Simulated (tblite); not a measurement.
Species: C4H4F3O2S (doublet state).
Atom-mapped SMILES: `[CH2:1]/[CH:2]=[CH:3]\[S:4](=[O:5])(=[O:6])[C:7]([F:8])([F:9])[F:10]` (hydrogens: H11, H12 on C1; H13 on C2; H14 on C3)

The geometry is computed with GFN2-xTB (gas phase). This method treats the open shell by occupation alone, without spin polarisation.

Question: List the bond lengths, angles and torsions at this level.

Answer: 
```csv
bond,length (Å),order
C1–C2,1.368,single
C2=C3,1.378,double
C3–S4,1.759,single
"S4=O5, S4=O6",1.428,double
S4–C7,1.905,single
C7–F8,1.323,single
"C7–F9, C7–F10",1.335,single
C1–H11,1.075,single
C1–H12,1.075,single
C2–H13,1.085,single
C3–H14,1.073,single
```

Bonds in one row agree within 0.01 Å and their mean is given. Orders are formal, as drawn. A selection of angles:
```csv
angle,degrees
C1–C2–C3,125.5
C2–C3–S4,124.2
C3–S4–O5,109.7
C3–S4–O6,113.6
C3–S4–C7,100.7
O5–S4–O6,119.6
O5–S4–C7,105.7
S4–C7–F8,112.0
S4–C7–F9,109.6
F8–C7–F9,108.8
F9–C7–F10,107.6
```

Dihedral angles: C1–C2–C3–S4 -3° (synperiplanar); C2–C3–S4–O5 166° (antiperiplanar); C3–S4–C7–F8 -174° (antiperiplanar). The mirror-image conformer, all signs reversed, is as good.

C1 (carbon bonded to C and 2 H) is planar (angles 121.2°, 120.6° and 118.1°, sum 360.0°, 0.01 Å off the plane of its three neighbours). S4 (sulfur bonded to 2 C and 2 O) is distorted tetrahedral (angles from 100.7° to 119.6°). C3 (carbon bonded to C, S and H) is planar (angles 124.2°, 123.4° and 112.4°, sum 359.9°, 0.02 Å off the plane of its three neighbours). Of the pairs four or more bonds apart, O6···H12 is among the closest relative to their van der Waals radii: 2.23 Å, 82 % of the sum of Bondi's values. C2 (carbon bonded to 2 C and H) is planar (angles 125.5°, 118.4° and 116.1°, sum 360.0°, 0.00 Å off the plane of its three neighbours). The C–S distances run from 1.759 Å (C3–S4, drawn single) to 1.905 Å (S4–C7, drawn single), a spread of 0.146 Å.

Point group: C1 (no symmetry element, even within 0.4 Å). Its GFN2-xTB frequencies are all real (lowest 30 cm⁻¹). Torsions: H–C1–C2–C3 180° and -2°, C2–C3–S4–O5 166°. 3 starts were optimised and ended at 0.00, 0.02 and 2.17 kcal/mol (GFN2-xTB); the lowest of these is shown.
